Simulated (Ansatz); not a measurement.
`[SiH3][SiH2][SiH]1[CH2][AlH]1`, relaxed with RKS PBE-D4/def2-SVP in the Gaussian-basis code of Ansatz from a rough embedded geometry. The force threshold is 0.03 eV/Å; the program also tests the step.

The species carries charge 0 and has multiplicity 1.

Start:

```xyz
14

Si   -2.433   -0.004   -0.414
Si   -0.729   -1.269    0.190
Si    1.118   -0.369   -0.657
C     2.501    0.107    0.558
Al    1.425    1.806    0.260
H    -3.690   -0.548    0.221
H    -2.224    1.356    0.176
H    -2.531    0.075   -1.815
H    -0.943   -2.666   -0.335
H    -0.614   -1.355    1.655
H     1.338   -0.291   -2.114
H     2.319   -0.339    1.571
H     3.436    0.174    0.194
H     1.028    3.325    0.509
```

Q: How much energy does the relaxation release, and in how many steps? (Best estimate.)

A: The calculation gave: 22.23 kcal/mol, in 20 steps, 1 of them rejected.

Q: Which bonds change most? (Estimate.)

A: The calculation gave: Si1–Si2 from 2.206 to 2.353 Å; Si2–Si3 from 2.222 to 2.339 Å; C4–H13 from 1.005 to 1.110 Å; Si1–H8 from 1.407 to 1.506 Å.

Q: Give the relaxed structure. (Estimate.)

A: The calculation gave: 
```xyz
14

Si   -2.865   -0.318   -0.563
Si   -0.823   -1.053    0.344
Si    0.932    0.201   -0.560
C     2.638    0.148    0.416
Al    1.986    2.003    0.526
H    -4.027   -1.136   -0.060
H    -3.094    1.124   -0.191
H    -2.825   -0.422   -2.065
H    -0.663   -2.537    0.110
H    -0.842   -0.829    1.837
H     1.074   -0.017   -2.046
H     2.620   -0.481    1.331
H     3.532   -0.125   -0.184
H     2.357    3.442    1.105
```
